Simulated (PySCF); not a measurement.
C4H9ClO3S.
SMILES with atom numbers: `[CH3:1][O:2][C@@H:3]([CH3:4])[CH2:5][S:6](=[O:7])(=[O:8])[Cl:9]` (hydrogens: H10, H11, H12 on C1; H13 on C3; H14, H15, H16 on C4; H17, H18 on C5)

The same species was optimised twice, with GFN2-xTB and with PBE0-D3(BJ)/def2-SVP (PySCF), and the same property calculations (PySCF, gas phase) were run on both structures.

```tsv
coordinate	GFN2-xTB	PBE0-D3(BJ)/def2-SVP	change
S6–Cl9 (Å)	2.050	2.113	+0.063
C5–S6 (Å)	1.827	1.801	-0.026
S6=O8 (Å)	1.426	1.449	+0.023
S6=O7 (Å)	1.421	1.443	+0.022
O2–C3 (Å)	1.420	1.402	-0.018
C1–O2 (Å)	1.411	1.399	-0.012
C3–C4 (Å)	1.526	1.519	-0.007
C3–C5 (Å)	1.515	1.519	+0.004
C3–C5–S6 (°)	99.8	108.2	+8.4
O2–C3–C5 (°)	101.6	106.1	+4.5
C5–S6–O7 (°)	115.1	111.8	-3.3
C5–S6–O8 (°)	111.8	108.7	-3.1
O8–S6–Cl9 (°)	103.8	106.6	+2.8
O7–S6–Cl9 (°)	103.6	106.2	+2.6
C4–C3–C5 (°)	113.8	111.4	-2.4
C5–S6–Cl9 (°)	97.0	98.6	+1.6
C1–O2–C3–C4 (°)	91	90	-1
O2–C3–C5–S6 (°)	41	54	+13
C3–C5–S6–O7 (°)	-97	-92	+5
```

Rotational constants: A = 2222, B = 830.8, C = 709.4 MHz (GFN2-xTB) against A = 2193, B = 736.0, C = 638.2 MHz (PBE0-D3(BJ)/def2-SVP). Point groups within 0.08 Å: C1 and C1.

On the GFN2-xTB structure: HOMO (eV) -8.19 [PBE0/pcSseg-1]; LUMO (eV) -0.75 [PBE0/pcSseg-1]; dipole (D) 5.29 [PBE0/pcSseg-1]; GIAO shielding of C1 (ppm) 129.1 [PBE0/pcSseg-1]; GIAO shielding of O2 (ppm) 268.0 [PBE0/pcSseg-1]; GIAO shielding of C3 (ppm) 112.8 [PBE0/pcSseg-1]; GIAO shielding of C4 (ppm) 169.6 [PBE0/pcSseg-1]; GIAO shielding of C5 (ppm) 101.5 [PBE0/pcSseg-1]; GIAO shielding of S6 (ppm) 180.8 [PBE0/pcSseg-1]; GIAO shielding of O7 (ppm) 20.2 [PBE0/pcSseg-1]; GIAO shielding of O8 (ppm) 59.5 [PBE0/pcSseg-1].

Question: What do these properties become on the PBE0-D3(BJ)/def2-SVP structure?

Answer: 
```tsv
property	level	on GFN2-xTB	on PBE0-D3(BJ)/def2-SVP	change
HOMO (eV)	PBE0/pcSseg-1	-8.19	-8.03	+0.16
LUMO (eV)	PBE0/pcSseg-1	-0.75	-1.78	-1.03
dipole (D)	PBE0/pcSseg-1	5.29	4.86	-0.43
energy, GFN2-xTB geometry as zero (kcal/mol)	PBE0/pcSseg-1	0.0	-8.3	-8.3
GIAO shielding of C1 (ppm)	PBE0/pcSseg-1	129.1	127.3	-1.8
GIAO shielding of O2 (ppm)	PBE0/pcSseg-1	268.0	296.2	+28.2
GIAO shielding of C3 (ppm)	PBE0/pcSseg-1	112.8	111.6	-1.2
GIAO shielding of C4 (ppm)	PBE0/pcSseg-1	169.6	167.9	-1.7
GIAO shielding of C5 (ppm)	PBE0/pcSseg-1	101.5	102.9	+1.4
GIAO shielding of S6 (ppm)	PBE0/pcSseg-1	180.8	132.7	-48.1
GIAO shielding of O7 (ppm)	PBE0/pcSseg-1	20.2	-23.1	-43.3
GIAO shielding of O8 (ppm)	PBE0/pcSseg-1	59.5	8.1	-51.4
```

The heavy atoms differ by 0.232 Å rms after alignment. Among bonds between heavy atoms S6–Cl9 changes most (+0.063 Å). Changes are differences of the printed values. Neither structure is proved a minimum here.

The values belong to the conformer `[CH3:1][O:2][C@@H:3]([CH3:4])[CH2:5][S:6](=[O:7])(=[O:8])[Cl:9]`: C1–O2–C3–C4 90°, O2–C3–C5–S6 54°, C3–C5–S6–O7 -92°.
